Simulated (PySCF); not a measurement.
## Stretching HgS

Set-up: PySCF, scalar-relativistic core potentials, basis sets Hg cc-pVDZ-PP with ECP60, S cc-pV(D+d)Z. Energies in eV from Hg + S in their ground configurations at the same level. State: ³Π (triplet), unpaired electrons σ ↑, π ↑.

All columns are PBE0. A positive dipole means Hg(−)S(+).

```csv
R (Å),E (eV),μ (D),Mulliken charge on Hg (basis-dependent),HOMO (eV),LUMO (eV),Mayer bond order,⟨S²⟩
2.200,-0.006,-0.88,0.21,-6.18,-4.51,1.15,2.01
2.302,-0.255,-1.11,0.20,-6.35,-4.38,1.04,2.01
2.405,-0.373,-1.29,0.18,-6.51,-4.26,0.95,2.01
2.481,-0.407,-1.40,0.16,-6.63,-4.19,0.88,2.01
2.558,-0.412,-1.47,0.15,-6.75,-4.12,0.81,2.01
2.635,-0.397,-1.51,0.14,-6.86,-4.07,0.75,2.01
2.737,-0.363,-1.50,0.12,-6.84,-4.03,0.65,2.01
2.865,-0.309,-1.43,0.10,-6.84,-4.07,0.54,2.01
3.018,-0.245,-1.27,0.08,-6.87,-4.13,0.42,2.01
3.223,-0.172,-1.00,0.05,-6.94,-4.19,0.29,2.01
```

A fit through these points gives, at Re = 2.534 Å, μ = -1.45 D and dμ/dR = -0.844 D/Å; the reduced mass is 27.6 u.

How strong is the fundamental in the double-harmonic approximation, I = 42.26·(dμ/dR)²/μred km/mol?

I = 42.26·(-0.844)²/27.6 = 1.09 km/mol at PBE0.

Spin–orbit coupling is left out, which matters for elements this heavy, above all for dissociation energies. The state is the lowest determinant that a PBE0 search found; another state may lie lower at other levels.
